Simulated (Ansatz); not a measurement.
Molecule: CNO, charge 0, multiplicity 2. It need not be the lowest isomer of its formula. 
Geometry from a B3LYP-D3(BJ)/def2-TZVP (Ansatz, a program for electronic structure) optimisation:
```
C
O 1 1.1754
N 1 1.2216 2 180.00
```
Charge 0, spin multiplicity 2.

Quantity: atomisation energy (electronic, to ground-state atoms); the coupled-cluster value holds the core correlation from cc-pwCVTZ, in kcal/mol. Correlated levels leave the core frozen unless marked. UHF or UKS for open shells. Spin-orbit coupling is left out. Non-relativistic. CBS(X,Y): correlation extrapolated as X^-3; Hartree-Fock from the larger set.

Level to compare with: CCSD(T)/CBS(cc-pVTZ,cc-pVQZ) plus the core term (Ansatz), 316.8 kcal/mol. It is a level with limits of its own, and the differences hold the functionals' basis error too.

Problem. Rank these functionals by how close they come to CCSD(T)/CBS(cc-pVTZ,cc-pVQZ), closest first: r2SCANh/def2-TZVPD (Ansatz); HSE06/def2-TZVPD (Ansatz); CAM-B3LYP/def2-TZVPD (Ansatz); B97M-V/def2-TZVPD (Ansatz).

Solution. r2SCANh/def2-TZVPD (hybrid meta-GGA, 316.8 kcal/mol, difference 0.0), CAM-B3LYP/def2-TZVPD (range-separated hybrid, 321.9 kcal/mol, difference 5.1), B97M-V/def2-TZVPD (meta-GGA with VV10, 324.1 kcal/mol, difference 7.3), HSE06/def2-TZVPD (screened hybrid, 325.1 kcal/mol, difference 8.3)
